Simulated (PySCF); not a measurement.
Two species compared at the same levels of theory.

First species: C2H8GeO2.
SMILES with atom numbers: `[CH3:1][O:2][GeH2:3][O:4][CH3:5]` (hydrogens: H6, H7, H8 on C1; H9, H10 on Ge3; H11, H12, H13 on C5)

Second species: 3,5-dichloro-1,2,4-thiadiazole, C2Cl2N2S.
Numbering: `[Cl:1][c:2]1[n:3][s:4][c:5]([Cl:6])[n:7]1`

Levels: CAM-B3LYP/def2-SVPD for dipole moment, HOMO energy, LUMO energy, HOMO–LUMO gap, static isotropic polarisability and electronic spatial extent ⟨r²⟩ about the centre of nuclear charge; TDDFT CAM-B3LYP/def2-SVPD for lowest singlet excitation; PBE0-D3(BJ)/def2-SVP for rotational constant A and rotational constant C. Geometries: PBE0-D3(BJ)/def2-SVP. All species are isolated and taken at one optimised geometry, non-relativistic unless stated. Electronic properties by PySCF.

The conformers computed, where there is a choice (atom-mapped SMILES and torsion angles):
- `[CH3:1][O:2][GeH2:3][O:4][CH3:5]`: C1–O2–Ge3–O4 57°, O2–Ge3–O4–C5 -153°

```json
{"property": "dipole moment", "column X": "1.95 D", "column Y": "2.04 D"}
{"property": "HOMO energy", "column X": "-9.38 eV", "column Y": "-9.35 eV"}
{"property": "LUMO energy", "column X": "1.04 eV", "column Y": "-1.03 eV"}
{"property": "HOMO–LUMO gap", "column X": "10.42 eV", "column Y": "8.32 eV"}
{"property": "lowest singlet excitation", "column X": "7.03 eV", "column Y": "5.40 eV"}
{"property": "static isotropic polarisability", "column X": "63.6 au", "column Y": "81.1 au"}
{"property": "electronic spatial extent ⟨r²⟩ about the centre of nuclear charge", "column X": "748 bohr²", "column Y": "1345 bohr²"}
{"property": "rotational constant A", "column X": "5.676 GHz", "column Y": "3.437 GHz"}
{"property": "rotational constant C", "column X": "1.709 GHz", "column Y": "0.729 GHz"}
```

Task: Which column belongs to which species?

Result: Column X is the first species and column Y the second. The first has 13 atoms and 68 electrons, the second 7 and 76.

Task: How does each property change from the first species to the second?

Result: dipole moment +0.09 D; HOMO energy +0.03 eV; LUMO energy -2.07 eV; HOMO–LUMO gap -2.10 eV; lowest singlet excitation -1.63 eV; static isotropic polarisability +17.5 au; electronic spatial extent ⟨r²⟩ about the centre of nuclear charge +597 bohr²; rotational constant A -2.239 GHz; rotational constant C -0.980 GHz.

On the first: The principal polarisabilities are 56.9, 63.1 and 70.8 au; their mean is the isotropic value. Relativistic effects, spin–orbit coupling among them, are left out although an element past zinc is present.

On the second: The polarisability is 12.02 Å³ as a volume (1 au = 0.148185 Å³), or 1.07 au for each of the 76 electrons. The 6 singlets span 5.40 to 6.98 eV, and their oscillator strengths add up to 0.20.
